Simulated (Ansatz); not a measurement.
The cluster CdCl₃⁻, relaxed as a singlet with RKS PBE0-D4/def2-SVPD in Ansatz, starting from the GFN1-xTB geometry. Force threshold 0.02 eV/Å.

In the def2 sets Cd takes a core potential; there is no spin–orbit coupling. The structure comes from a short search, and lower isomers may exist.

Start:

| atom | x (Å) | y (Å) | z (Å) |
| --- | --- | --- | --- |
| Cd1 | 0.1542 | -0.9075 | 0.7696 |
| Cl2 | -0.4525 | 2.8337 | -2.4359 |
| Cl3 | 0.4213 | -2.6908 | 2.3379 |
| Cl4 | -0.1230 | 0.7646 | -0.6716 |

```
step  energy (eV)  largest force component (eV/Å)  SCF passes
   1  -42113.1498                           1.252          17
   2  -42113.2365                           0.183          20
   3  -42113.2478                           0.136          21
   4  -42113.2526                           0.096          22
   5  -42113.2529                           0.089          22
   6  -42113.2538                           0.005          22
```

Force components are those of the run's own axes.

End:

```xyz
4

Cd    0.1566   -0.9814    0.8457
Cl   -0.4744    2.9809   -2.5717
Cl    0.4358   -2.7466    2.3741
Cl   -0.1180    0.7472   -0.6482
```

Bonds lost: Cl2–Cl4 (atoms count from 1). The end holds 2 separate pieces.

No frequencies were taken in this run, so the end may be a saddle point.

Hardware: 4 threads of Arm Neoverse V1 on a shared host. Wall time 8.5 s.
